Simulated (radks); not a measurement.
Results of a calculation; reference values are marked as such.
The table gives one normalised radial function P(r) = r R(r) of Eu18+ in [Kr] 4d8 5s1 (r in bohr). Level of theory: scalar-relativistic Kohn-Sham, PBE, spin-polarised, spherical densities, point nucleus; open shells are filled with parallel spins first (spin-orbit coupling, left out, can overturn this in heavy ions) (a radial shooting solver on a logarithmic mesh with Libxc functionals).

r,P
0.001759,0.0069
0.00229,0.0108
0.002982,0.0170
0.003883,0.0266
0.005016,0.0410
0.006531,0.0635
0.008505,0.0972
0.01107,0.1463
0.01442,0.2151
0.01878,0.3062
0.02445,0.4164
0.03184,0.5309
0.04146,0.6158
0.05398,0.6143
0.07029,0.4580
0.09153,0.1056
0.1182,-0.3738
0.154,-0.8132
0.2005,-0.8887
0.261,-0.3839
0.3399,0.5499
0.4426,1.3657
0.5763,1.5383
0.7504,1.0772
0.9771,0.4765
1.272,0.1247
1.657,0.0169
2.157,0.0010
2.809,0.0000

Which n and l does it have? It may be an empty orbital.

Answer. n = 4, l = 1: the number of nodes gives n - l - 1 = 2, the rise at small r (about r^(l+1), flatter next to the nucleus through relativity) gives l, and the extent must fit the shell. The curve is that of 4p down; the table hardly tells the two spins apart. 4p down: eigenvalue -678.48 eV, 2 radial nodes at r = 0.0972, 0.293 bohr, <r> = 0.566 bohr, 90 % of the charge inside 0.814 bohr.
